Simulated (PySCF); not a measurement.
## Polarisability and C₆ of Kr(2+) (krypton, charge +2)

[Ar] 3d10 4s2 4p4, high-spin 3P determinant. All numbers are calculated (PySCF 2.14, scalar relativity through the core potential, in aug-cc-pV5Z-PP with ECP10MDF). Coupled (time-dependent) response in atomic units; α is the mean over directions.

| method | mean α (bohr³) | α xx, yy, zz | C₆ (like pair) | S(−4) |
| --- | --- | --- | --- | --- |
| UHF | 7.422 | 7.442, 7.382, 7.442 | 36.38 | 10.57 |
| PBE | 7.565 | 7.507, 7.682, 7.507 | 37.24 | 11.09 |

S(−4) is the Cauchy moment in α(ω) = α(0) + S(−4) ω² + …

Spin-orbit coupling is absent.

α(iu) at PBE:

```json
{"u (hartree)": "0", "α(iu) (bohr³)": "7.565"}
{"u (hartree)": "0.0500", "α(iu) (bohr³)": "7.538"}
{"u (hartree)": "0.100", "α(iu) (bohr³)": "7.456"}
{"u (hartree)": "0.200", "α(iu) (bohr³)": "7.148"}
{"u (hartree)": "0.300", "α(iu) (bohr³)": "6.693"}
{"u (hartree)": "0.500", "α(iu) (bohr³)": "5.580"}
{"u (hartree)": "0.750", "α(iu) (bohr³)": "4.249"}
{"u (hartree)": "1.00", "α(iu) (bohr³)": "3.218"}
{"u (hartree)": "1.50", "α(iu) (bohr³)": "1.950"}
{"u (hartree)": "2.00", "α(iu) (bohr³)": "1.293"}
{"u (hartree)": "3.00", "α(iu) (bohr³)": "0.6980"}
{"u (hartree)": "5.00", "α(iu) (bohr³)": "0.3168"}
```

For an ion, C₆ is the dispersion term alone; charge-induced terms of lower order in 1/R come first.

The components differ because the open shell of this determinant is not spherical; for a pure term their mean is the scalar polarisability.

Energies and moments cover only the electrons outside the core potential.
